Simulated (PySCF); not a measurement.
Computed shifts of a molecule C₄H₇NO, KT2/pcSseg-1 (PySCF), GIAO, gas phase, atoms alike by connectivity averaged where their shifts nearly agree, in ppm (number of nuclei): ¹³C: 185.8 (1), 168.7 (1), 44.5 (1), 10.3 (1). ¹⁵N: 403.3 (1). ¹H: 9.12 (1), 3.78 (3), 2.04 (3). References: ¹³C against TMS (σ = 185.1 ppm); ¹⁵N against NH3 (σ = 266.2 ppm); ¹⁷O against H2O (σ = 330.4 ppm); ¹H against TMS (σ = 31.47 ppm), references at their B3LYP-D3(BJ)/def2-TZVP geometries, non-relativistic. Coordinates come from a ωB97X-D3(BJ)/def2-SVP optimisation. Other conformers were not sampled.

Question: Pick the molecule that these values belong to.
A. COC=C=CN
B. NCC1=COC1
C. C/N=C(\C)C=O
D. C=C/N=C/OC

Answer: C, C/N=C(\C)C=O
